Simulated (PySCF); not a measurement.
Heteronuclear NMR

Structure with atom numbers: `[CH2:1]=[CH:2]/[C:3]([SiH2:4][SiH2:5][NH2:6])=[C:7](/[SiH3:8])[Cl:9]`. Hydrogens are named by the atom that carries them. Ha(C1) is cis to C3; Hb(C1) is trans to C3.

Calculated, not measured (PySCF 2.14): geometry: GFN2-xTB, shieldings: GIAO PBE0/pcSseg-1. Non-relativistic, in vacuum, rapidly exchanging positions averaged, one computed conformer.

Task: Where does 29Si resonate?

Result: 
| atoms | environment | σ (ppm) | δ (ppm) |
| --- | --- | --- | --- |
| Si5 | silicon bonded to N, Si, 2 H | 399.0 | -48.0 |
| Si8 | silicon bonded to C, 3 H | 415.8 | -61.8 |
| Si4 | silicon bonded to C, Si, 2 H | 427.6 | -71.5 |

Shieldings were converted by a linear fit to measured shifts: 29Si (scatter 8.9 ppm rms, 25.8 ppm with the 6 outliers that the fit left out vs TMS, solution or neat liquid). Occasional misses reach two or three times the rms, and more in compound classes unlike the fitted ones.

On a 400 MHz spectrometer 29Si resonates near 79.5 MHz, so 1 ppm is 79.5 Hz.

Task: What are the 15N shifts?

Result: 
```csv
atoms,environment,σ (ppm),δ (ppm)
N6,"nitrogen bonded to Si, 2 H",267.2,-394.2
```

Shieldings were converted by a linear fit to measured shifts: 15N: δ = -148.07 − 0.921σ (rms 6.3 ppm, 71 shifts vs CH3NO2, solution or neat liquid). Occasional misses reach two or three times the rms, and more in compound classes unlike the fitted ones.

On a 300 MHz spectrometer 15N resonates near 30.4 MHz, so 1 ppm is 30.4 Hz.
